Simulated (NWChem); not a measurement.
System: C₂H₅ClSi₂; SMILES ClC1=C[SiH2][SiH2]1

```xyz
10

Cl    -0.1595    -2.3331     0.0000
C     -0.1581    -0.6021     0.0000
C     -1.2735     0.1654     0.0000
Si    -0.5868     1.9226     0.0000
Si     1.3280     0.5787     0.0000
H     -2.2909    -0.2442     0.0000
H     -0.9128     2.7309    -1.2147
H     -0.9128     2.7309     1.2147
H      2.1893     0.4830    -1.2166
H      2.1893     0.4830     1.2166
```
Atoms are numbered in this order, from 1.

Level: PBE0/def2-SVP (NWChem), optimised geometry, unscaled harmonic frequencies. 

```tsv
frequency (cm⁻¹)	IR intensity (km/mol)
121	0.1
235	1.5
303	0.0
349	10.8
426	15.0
439	0.9
542	20.6
565	0.0
635	10.5
671	19.2
674	67.9
733	20.2
796	102.2
889	52.0
909	73.3
945	193.2
962	34.8
1180	43.7
1580	71.8
2223	147.6
2228	45.6
2233	64.1
2241	136.3
3185	1.2
```

| Quantity | Value |
|---|---|
| zero-point energy | 35.8 kcal/mol |
| thermal correction to the enthalpy at 298.15 K (with zero-point energy) | 40.5 kcal/mol |
| heat capacity Cv | 24.3 cal/(mol K) |
| entropy at 298.15 K and 1 atm (symmetry number 1) | 80.6 cal/(mol K) |
| dipole moment | 1.16 D |

Rigid rotor and harmonic oscillator.
